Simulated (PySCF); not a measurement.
Electron affinity of Ta by level of theory

Ta⁻ [Xe] 4f14 5d4 6s2 (5D) → Ta [Xe] 4f14 5d3 6s2 (4F), as a difference of total energies. Calculation: PySCF 2.14, in def2-QZVPPD with the def2 core potential (60 electrons); scalar relativity through the core potential. Correlated levels: valence and next inner shell: nothing frozen outside the core potential. The calculations carry no spin-orbit coupling.

```csv
method,electron affinity (eV),difference from reference (eV)
UHF,-0.722,-1.051
MP2 (valence and next inner shell),0.025,-0.304
SCS-MP2 (valence and next inner shell),-0.401,-0.730
CCSD (valence and next inner shell),0.026,-0.303
CCSD(T) (valence and next inner shell),0.145,-0.184
```

Reference: 0.329 eV (measured; photodetachment measurements, as compiled on the Wikipedia data page of electron affinities).

The reference lies between the lowest fine-structure levels, while these numbers refer to the centres of the terms.

Errors of the correlated levels include the incompleteness of this basis.

A negative affinity means that the anion lies above the atom at that level of theory.

The coupled-cluster amplitudes are large for Ta⁻ (T1 above 0.03 or a double amplitude above 0.15), so a single reference is strained.
